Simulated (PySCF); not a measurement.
H₄NO₃Ta, SMILES [NH2][Ta]([OH])(=[O])[OH], multiplicity 1.

Geometry: B3LYP-D3(BJ)/def2-SVP. The spin state was assumed, not searched. The def2 effective core potentials stand for the cores of Ta; spin–orbit coupling is left out. One conformer was computed; it need not be the lowest.

Two levels are set side by side: PBE/def2-TZVP (PySCF) and r2SCAN/def2-TZVP (PySCF). Same geometry, gas phase. Differences are taken from unrounded values.

| quantity | r2SCAN |
|---|---|
| orbital gap (eV) | 5.73 |
| highest occupied level (eV) | -6.68 |
| lowest empty level (eV) | -0.94 |
| dipole moment (D) | 1.68 |
| mean polarisability (bohr³) | 55.5 |

Q: What does PBE give, and how far is it from r2SCAN? (An estimate is asked for; the answer gives what the named calculation found.)

A: 
| quantity | PBE | PBE minus r2SCAN |
|---|---|---|
| orbital gap (eV) | 5.21 | -0.53 |
| highest occupied level (eV) | -6.34 | 0.34 |
| lowest empty level (eV) | -1.14 | -0.19 |
| dipole moment (D) | 1.61 | -0.07 |
| mean polarisability (bohr³) | 57.3 | 1.8 |

Rough cost on one machine, each run with all the roots and properties that it gave: r2SCAN against PBE about 4 times.
